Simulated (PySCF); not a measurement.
What PySCF settings do for GeH2O2

Base input, run as `OMP_NUM_THREADS=1 python input.py` with PySCF 2.14:

```python
from pyscf import gto, dft, tdscf

mol = gto.M(
    atom='Ge 0.2846 0.2316 0.0575; O -0.8509 -0.4677 1.2515; O -0.2984 -0.4677 -1.4836; H -1.5432 -1.0581 0.9409; H -1.057 -1.0581 -1.4662',
    basis='sbkjc',
    ecp={'Ge': 'sbkjc', 'O': 'sbkjc'},
    charge=0,
    spin=0,
    verbose=4,
)
mf = dft.RKS(mol, xc='revtpss')
mf = mf.density_fit(auxbasis='def2-universal-jkfit')
mf.kernel()
td = tdscf.TDA(mf)
td.nstates = 6
td.kernel()
td.analyze(verbose=3)
mf.dip_moment()
print('orbital energies (hartree):', mf.mo_energy[..., max(0, mol.nelec[1]-3):mol.nelec[0]+3].round(4))
```

Base result: E(SCF) = -36.917586 Eh, 10 cycles, μ(SCF) = 2.26 D, first singlet excitations without spin–orbit coupling 5.30, 5.65, 6.16, 6.85, 7.39 eV. 

Hardware: Arm Neoverse N1, 1 thread, shared host. Wall time 27 s, peak memory 0.32 GiB.

Each row names what differs from the base; energies in brackets are changes from the base.

| change | result | wall time (s) |
| --- | --- | --- |
| geometry: coordinates × 1 → coordinates × 1.03 | E(SCF) = -36.922209 Eh (-0.1258 eV), 10 cycles, μ(SCF) = 1.98 D, first singlet excitations without spin–orbit coupling 4.98, 5.43, 5.75, 6.47, 7.05 eV | 26 |
| functional: revtpss → bp86 | E(SCF) = -37.056201 Eh, 10 cycles, μ(SCF) = 2.26 D, first singlet excitations without spin–orbit coupling 5.14, 5.56, 6.01, 6.69, 7.14 eV | 12 |
| geometry: coordinates × 1 → coordinates × 0.8 | E(SCF) = -36.519387 Eh (+10.8355 eV), 8 cycles, μ(SCF) = 3.87 D, first singlet excitations without spin–orbit coupling 6.00, 6.12, 7.55, 7.69, 8.45 eV | 30 |
| smearing width (hartree): none → 0.01; step after the SCF: tda → none | E(SCF) = -36.917526 Eh (+0.0016 eV), 10 cycles, μ(SCF) = 2.26 D | 5.3 |
| geometry: coordinates × 1 → coordinates × 1.12 | E(SCF) = -36.900558 Eh (+0.4634 eV), 11 cycles, μ(SCF) = 1.12 D, first singlet excitations without spin–orbit coupling 4.11, 4.64, 4.65, 5.22, 5.83 eV | 23 |
| number of roots: 6 → 2 | E(SCF) = -36.917586 Eh (+0.0000 eV), 10 cycles, μ(SCF) = 2.26 D, first singlet excitations without spin–orbit coupling 5.30, 5.65 eV | 15 |
| functional: revtpss → 0.5*hf+0.5*b88,lyp | E(SCF) = -36.846436 Eh, 10 cycles, μ(SCF) = 1.90 D, first singlet excitations without spin–orbit coupling 5.75, 6.36, 7.01, 7.56, 8.24 eV | 15 |

**Question.** Order these changes by how far they move the SCF energy from the base, largest first: (1) geometry: coordinates × 1 → coordinates × 0.8; (2) geometry: coordinates × 1 → coordinates × 1.03; (3) geometry: coordinates × 1 → coordinates × 1.12.

**Answer.** (1) +10.8355 eV, (3) +0.4634 eV, (2) -0.1258 eV.
